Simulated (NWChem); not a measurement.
System: InN2H4Cl; SMILES [NH2][In]([NH2])[Cl]

Here is an NWChem input.

```
start job
memory heap 200 mb stack 900 mb global 1100 mb
geometry units angstroms noautoz
  In    -0.035044    -0.325776     0.000000
  Cl     0.028824     2.032783     0.000000
  N      0.121314    -1.181869     1.826446
  H     -0.184294    -0.591533     2.596134
  H     -0.293434    -2.103608     1.936195
  N      0.121314    -1.181869    -1.826446
  H     -0.293434    -2.103608    -1.936195
  H     -0.184294    -0.591533    -2.596134
end
basis spherical
  * library def2-svp
end
ecp
  In library def2-ecp
end
dft
  xc hfexch
  iterations 150
  mulliken
end
task dft energy
```

Parts of the log:

```
             Northwest Computational Chemistry Package (NWChem) 7.3.0
             --------------------------------------------------------

 CS  symmetry detected

                             Geometry "geometry" -> ""
                             -------------------------

 Output coordinates in angstroms (scale by  1.889725989 to convert to a.u.)

  No.       Tag          Charge          X              Y              Z
 ---- ---------------- ---------- -------------- -------------- --------------
    1 In                  49.0000    -0.02816958     0.28609984     0.00000000
    2 Cl                  17.0000     0.02654518    -2.07268925     0.00000000
    3 N                    7.0000     0.13150945     1.14157962     1.82644600
    4 H                    1.0000    -0.17638714     0.55243403     2.59613400
    5 H                    1.0000    -0.27965847     2.06492118     1.93619500
    6 N                    7.0000     0.13150945     1.14157962    -1.82644600
    7 H                    1.0000    -0.27965847     2.06492118    -1.93619500
    8 H                    1.0000    -0.17638714     0.55243403    -2.59613400

 Effective nuclear repulsion energy (a.u.)     474.9061966974

      Symmetry information
      --------------------

 Group name             Cs
 Group number              2
 Group order               2
 No. of unique centers     5

 Summary of "ao basis" -> "ao basis" (spherical)
 ------------------------------------------------------------------------------
       Tag                 Description            Shells   Functions and Types
 ---------------- ------------------------------  ------  ---------------------
 In                         def2-svp                10       26   4s4p2d
 Cl                         def2-svp                 8       18   4s3p1d
 N                          def2-svp                 6       14   3s2p1d
 H                          def2-svp                 3        5   2s1p

      Symmetry analysis of basis
      --------------------------

        a'         55
        a"         37

            General Information
            -------------------
          SCF calculation type: DFT
          Wavefunction type:  closed shell.
          No. of atoms     :     8
          No. of electrons :    56
           Alpha electrons :    28
            Beta electrons :    28
          Charge           :     0
          Spin multiplicity:     1
          Use of symmetry is: on ; symmetry adaption is: on
          Maximum number of iterations: 150
          AO basis - number of functions:    92
                     number of shells:    42
          Convergence on energy requested:  1.00D-06
          Convergence on density requested:  1.00D-05
          Convergence on gradient requested:  5.00D-04

              XC Information
              --------------
                     Hartree-Fock (Exact) Exchange  1.000

      Superposition of Atomic Density Guess
      -------------------------------------

 Sum of atomic energies:        -787.85930031

      Non-variational initial energy
      ------------------------------

 Total energy =    -759.986950
 1-e energy   =   -1603.138622
 2-e energy   =     600.090789
 HOMO         =      -0.337627
 LUMO         =      -0.062801

      Symmetry analysis of molecular orbitals - initial
      -------------------------------------------------

  Numbering of irreducible representations:

     1 a'          2 a"

  Orbital symmetries:

     1 a'          2 a'          3 a"          4 a'          5 a'
     6 a"          7 a'          8 a'          9 a"         10 a'
    11 a'         12 a'         13 a"         14 a'         15 a"
    16 a'         17 a"         18 a'         19 a'         20 a'
    21 a"         22 a'         23 a"         24 a'         25 a'
    26 a"         27 a'         28 a"         29 a'         30 a'
    31 a"         32 a'         33 a'         34 a"         35 a'
    36 a"         37 a'         38 a'

     ---------------------------------------------
      Total Density - Mulliken Population Analysis
     ---------------------------------------------

    Atom       Charge   Shell Charges
 -----------   ------   -------------------------------------------------------
    1 In  21    19.59   2.59 -0.60  0.62  0.20  3.23  2.76  0.51  0.16  9.71  0.41
    2 Cl  17    17.57   2.00  1.99  1.23  0.72  5.94  2.19  3.48  0.01
    3 N    7     7.90   1.99  1.04  0.50  2.55  1.81  0.01
    4 H    1     0.76   0.60  0.12  0.05
    5 H    1     0.76   0.60  0.12  0.05
    6 N    7     7.90   1.99  1.04  0.50  2.55  1.81  0.01
    7 H    1     0.76   0.60  0.12  0.05
    8 H    1     0.76   0.60  0.12  0.05

   convergence    iter        energy       DeltaE   RMS-Dens  Diis-err
 ---------------- ----- ----------------- --------- --------- ---------
 d= 0,ls=0.0,diis     1   -759.6806630447 -1.00D+03  8.27D-03  5.97D-01
 d= 0,ls=0.0,diis     2   -759.7411977078 -6.05D-02  2.76D-03  1.70D-01
 d= 0,ls=0.0,diis     3   -759.7608292918 -1.96D-02  7.97D-04  4.17D-03
 d= 0,ls=0.0,diis     4   -759.7615920842 -7.63D-04  2.19D-04  2.49D-04
 d= 0,ls=0.0,diis     5   -759.7616425175 -5.04D-05  5.76D-05  1.09D-05
  Resetting Diis
 d= 0,ls=0.0,diis     6   -759.7616463670 -3.85D-06  2.35D-05  1.08D-06
 d= 0,ls=0.0,diis     7   -759.7616469151 -5.48D-07  6.47D-06  1.30D-07

         Total DFT energy =     -759.761646915076
      One electron energy =    -1606.389672922924
           Coulomb energy =      661.732105689281
    Exchange-Corr. energy =      -58.164962348115
 Nuclear repulsion energy =      243.060882666683

 Numeric. integr. density =        0.000000000000

                  Occupations of the irreducible representations
                  ----------------------------------------------

                     irrep           alpha         beta
                     --------     --------     --------
                     a'               18.0         18.0
                     a"               10.0         10.0

                       DFT Final Molecular Orbital Analysis
                       ------------------------------------

 Vector   26  Occ=2.000000D+00  E=-4.292005D-01  Symmetry=a"
              MO Center=  4.4D-02, -1.7D+00,  2.4D-15, r^2= 2.4D+00
   Bfn.  Coefficient  Atom+Function         Bfn.  Coefficient  Atom+Function
  ----- ------------  ---------------      ----- ------------  ---------------
    39      0.619068  2 Cl pz                36      0.431404  2 Cl pz
    33      0.251926  2 Cl pz                48      0.110445  3 N  px
    72     -0.110445  6 N  px                51     -0.101718  3 N  px
    75      0.101718  6 N  px                18      0.093458  1 In d -1
    16      0.090762  1 In pz                47     -0.073727  3 N  s

 Vector   27  Occ=2.000000D+00  E=-4.087607D-01  Symmetry=a'
              MO Center=  1.1D-01,  4.0D-01, -1.5D-13, r^2= 5.3D+00
   Bfn.  Coefficient  Atom+Function         Bfn.  Coefficient  Atom+Function
  ----- ------------  ---------------      ----- ------------  ---------------
    48      0.307588  3 N  px                72      0.307588  6 N  px
    37      0.282503  2 Cl px                51     -0.280938  3 N  px
    75     -0.280938  6 N  px                34      0.184491  2 Cl px
    38     -0.171324  2 Cl py                35     -0.121731  2 Cl py
    31      0.108953  2 Cl px                12      0.101085  1 In py

 Vector   28  Occ=2.000000D+00  E=-3.891166D-01  Symmetry=a"
              MO Center=  1.5D-01,  9.6D-01,  1.6D-13, r^2= 4.6D+00
   Bfn.  Coefficient  Atom+Function         Bfn.  Coefficient  Atom+Function
  ----- ------------  ---------------      ----- ------------  ---------------
    48      0.340810  3 N  px                72     -0.340810  6 N  px
    51     -0.317574  3 N  px                75      0.317574  6 N  px
    39     -0.157770  2 Cl pz                50      0.150798  3 N  pz
    74      0.150798  6 N  pz                53     -0.131452  3 N  pz
    77     -0.131452  6 N  pz                13      0.126392  1 In pz

 Vector   29  Occ=0.000000D+00  E= 6.511332D-02  Symmetry=a'
              MO Center= -1.1D+00,  5.2D-01,  2.5D-14, r^2= 4.4D+00
   Bfn.  Coefficient  Atom+Function         Bfn.  Coefficient  Atom+Function
  ----- ------------  ---------------      ----- ------------  ---------------
     4      0.943021  1 In s                 14     -0.586500  1 In px
    47     -0.359917  3 N  s                 71     -0.359917  6 N  s
    51      0.205412  3 N  px                75      0.205412  6 N  px
    11     -0.201252  1 In px                38     -0.190328  2 Cl py
    37      0.169086  2 Cl px                53      0.152601  3 N  pz

 Vector   30  Occ=0.000000D+00  E= 9.831951D-02  Symmetry=a'
              MO Center=  9.8D-01,  4.4D-01,  2.3D-14, r^2= 5.1D+00
   Bfn.  Coefficient  Atom+Function         Bfn.  Coefficient  Atom+Function
  ----- ------------  ---------------      ----- ------------  ---------------
     4      0.818193  1 In s                 14      0.672643  1 In px
    47     -0.598172  3 N  s                 71     -0.598172  6 N  s
    65      0.242939  5 H  s                 84      0.242939  7 H  s
    38     -0.225434  2 Cl py                11      0.189378  1 In px
    60      0.178088  4 H  s                 89      0.178088  8 H  s

 Vector   31  Occ=0.000000D+00  E= 1.371598D-01  Symmetry=a'
              MO Center= -8.2D-02,  5.2D-01, -3.7D-14, r^2= 8.0D+00
   Bfn.  Coefficient  Atom+Function         Bfn.  Coefficient  Atom+Function
  ----- ------------  ---------------      ----- ------------  ---------------
    15      1.383985  1 In py                30      0.718630  2 Cl s
    38      0.309737  2 Cl py                47     -0.280964  3 N  s
    71     -0.280964  6 N  s                  4     -0.190327  1 In s
     3     -0.130243  1 In s                 28     -0.114484  2 Cl s
    52     -0.101701  3 N  py                76     -0.101701  6 N  py

     ---------------------------------------------
      Total Density - Mulliken Population Analysis
     ---------------------------------------------

    Atom       Charge   Shell Charges
 -----------   ------   -------------------------------------------------------
    1 In  21    19.95   2.59 -0.60  0.62  0.11  3.22  2.78  0.83  0.18  9.74  0.48
    2 Cl  17    17.43   2.00  1.99  1.19  0.78  5.94  2.06  3.46  0.01
    3 N    7     7.60   1.99  0.95  0.56  2.33  1.76  0.01
    4 H    1     0.85   0.70  0.10  0.05
    5 H    1     0.86   0.71  0.10  0.05
    6 N    7     7.60   1.99  0.95  0.56  2.33  1.76  0.01
    7 H    1     0.86   0.71  0.10  0.05
    8 H    1     0.85   0.70  0.10  0.05

     -------------------------------------------
      Total Density - Lowdin Population Analysis
     -------------------------------------------

    Atom       Charge   Shell Charges
 -----------   ------   -------------------------------------------------------
    1 In  21    20.46   1.37  0.53  0.52  0.30  3.03  2.84  0.97  0.43  9.48  0.99
    2 Cl  17    17.17   2.00  1.96  1.02  0.82  5.83  2.22  3.32  0.01
    3 N    7     7.31   1.97  0.71  0.48  2.17  1.95  0.03
    4 H    1     0.93   0.60  0.21  0.13
    5 H    1     0.94   0.60  0.21  0.13
    6 N    7     7.31   1.97  0.71  0.48  2.17  1.95  0.03
    7 H    1     0.94   0.60  0.21  0.13
    8 H    1     0.93   0.60  0.21  0.13

     Multipole analysis of the density
     ---------------------------------

     L   x y z        total         alpha         beta         nuclear
     -   - - -        -----         -----         ----         -------
     0   0 0 0     -0.000000    -28.000000    -28.000000     56.000000

     1   1 0 0     -1.007072     -1.248795     -1.248795      1.490518
     1   0 1 0      1.209042      8.173625      8.173625    -15.138208
     1   0 0 1     -0.000000     -0.000000     -0.000000      0.000000

     2   2 0 0    -35.297570    -18.522646    -18.522646      1.747721
     2   1 1 0     -2.729763     -0.735277     -0.735277     -1.259210
     2   1 0 1      0.000000      0.000000      0.000000     -0.000000
     2   0 2 0    -38.836088   -201.782710   -201.782710    364.729332
     2   0 1 1      0.000000      0.000000      0.000000      0.000000
     2   0 0 2    -34.981268   -138.335799   -138.335799    241.690331
```

Level: Hartree-Fock/def2-SVP with def2 effective core potentials on In. Geometry: optimised at PBE0/def2-SVP. def2 effective core potentials on In; no spin-orbit coupling.
